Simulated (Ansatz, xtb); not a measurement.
Torsion H4–C1–B2–O3 in CH5BO (SMILES CBO); at each angle all else is relaxed with GFN2-xTB, and the levels are single points there.
Geometry at 0° (charge 0, multiplicity 1):
```xyz
8

C      0.88802    -0.14362     0.03299
B     -0.39097     0.79266     0.14365
O     -0.94309     1.40987    -0.89851
H      1.27516    -0.23539    -0.98110
H      1.69457     0.22924     0.66124
H      0.66440    -1.14611     0.39246
H     -0.91845     0.98581     1.17464
H     -0.53194     1.26964    -1.75398
```

On the grid 0° to 120°, 60° is the highest and 0° the lowest point at MP2/CBS(cc-pVTZ, cc-pVQZ) + ΔCCSD(T)/cc-pVTZ.

Codes used: Ansatz (a program for electronic structure) with Gaussian orbitals; xtb for the GFN methods. Each number belongs to the level named beside it.

Question: One of these levels gives 0.39 kcal/mol for the energy at 60° less that at 0°. Which one is it?
(A) SVWN5/def2-TZVPP
(B) GFN2-xTB
(C) GFN-FF

Answer: B, GFN2-xTB. The others give -0.12 (GFN-FF), 0.79 (SVWN5/def2-TZVPP)
